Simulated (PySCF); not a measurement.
**Bond length, frequency and bond energy of BeBr⁻ by level of theory**

State: ¹Σ⁺ (singlet), closed shell. Set-up: PySCF, no relativity, basis sets Be aug-pcseg-1, Br aug-pcseg-1. De refers to Be + Br⁻ in their ground configurations, without counterpoise correction. A positive dipole points towards Br; it is taken about the centre of mass and depends on that origin.

```csv
Level,Re (Å),ωe (cm⁻¹),De (eV),μ (D),"CPU s a point (SCF and correlation, without the integrals)"
RHF,2.246,355,n/a,7.94,0.045
RHF-MP2,2.224,372,0.88,n/a,0.077
RHF-SCS-MP2,2.235,362,0.81,n/a,n/a
RHF-CCSD,2.257,342,0.68,n/a,n/a
RHF-CCSD(T),2.252,347,0.72,n/a,1.4
PBE,2.203,388,1.23,7.63,0.56
TPSS,2.220,381,1.15,7.70,0.8
r²SCAN,2.206,391,1.21,8.02,0.79
PBE0,2.201,390,1.16,7.74,0.96
r²SCAN0,2.204,390,1.15,7.91,0.8
MN15,2.165,415,1.19,8.40,0.89
```

Task: Which functional lies closest to RHF-CCSD(T) in De, which farthest, and by how much do they differ from it?

Result: Closest is TPSS (-3.2 pm in Re, +9.8 % in ωe, +0.43 eV in De against RHF-CCSD(T) in the same basis), farthest PBE (-4.9 pm in Re, +11.8 % in ωe, +0.51 eV in De). CCSD(T) converges more slowly with the basis than the functionals do and binds too weakly in this one, so the order can change at the basis-set limit.

Task: What does a quarter of exact exchange do here, going from PBE to PBE0?

Result: PBE0 less PBE: -0.2 pm in Re, +0.5 % in ωe, -0.07 eV in De. Exact exchange removes part of the self-interaction that spreads semilocal densities, and in most molecules shortens and stiffens the bond and lowers De; so it does here.

Task: What does a quarter of exact exchange do here, going from r²SCAN to r²SCAN0?

Result: r²SCAN0 less r²SCAN: -0.2 pm in Re, -0.3 % in ωe, -0.06 eV in De. Exact exchange removes part of the self-interaction that spreads semilocal densities, and in most molecules shortens and stiffens the bond and lowers De; so it does here.

Correlated steps freeze 9 core orbitals. Correlated levels converge slowly with the basis: in double zeta they bind strong bonds too weakly, by up to about 1 eV, and carry superposition errors of some tenths. For an ion De counts to the pair picked by the measured ionisation energies or electron affinities, which need not be the lowest pair at this level. The highest Kohn–Sham level is positive in this anion. Much of that is self-interaction error, but it also means that the finite basis helps to hold the extra electron.

The whole job (state search and all levels along the bond) took about 1.5 min on 1 thread of Arm Neoverse V2 (shared host), peak memory 0.56 GiB.
